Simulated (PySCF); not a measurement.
A calculated (UHF, PySCF 2.14, Sapporo-DZP-2012, the spin-free X2C one-electron Hamiltonian (Gaussian nucleus)) atom or ion has these occupied shells.

| shell | electrons | orbital energy (eV) | rms radius, mean of both spins (bohr) |
| --- | --- | --- | --- |
| 1s | 2 | -128.93 | 0.482 |
| 2s | 2 | -8.399 | 2.90 |

(1) Name the element and its charge.

## Answers

(1) Be (beryllium, neutral), in [He] 2s2, closed-shell 1S.
